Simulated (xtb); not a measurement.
Cl2, charge +1, doublet, geometry from GFN2-xTB (a state made from the parent by changing its charge; the spin is typed, not shown lowest). Base run: GFN2-xTB (xtb).

Input for xtb:
```
$ xtb mol.xyz --gfn 2 --chrg 1 --uhf 1 --json

# file mol.xyz
2

Cl    -0.00000000    -0.00000000    -0.98043196
Cl     0.00000000     0.00000000     0.98043196
```

Variants of this job, named by their change:

| change | ΔE vs base (kcal/mol) | G_solv (kcal/mol) | SCF cycles |
|---|---|---|---|
| base | 0.000 | - | 7 |
| alpb = ch2cl2 | -54.81 | -54.81 | 7 |
| gbsa = chcl3 | -53.71 | -53.71 | 7 |
| gbsa = toluene | -52.46 | -52.46 | 7 |
| file = coord | 0.000 | - | 7 |
| acc = 30 | 0.000 | - | 6 |

ALPB and GBSA are two models with their own fitted parameters for each solvent, which aren't always the measured dielectric constant.
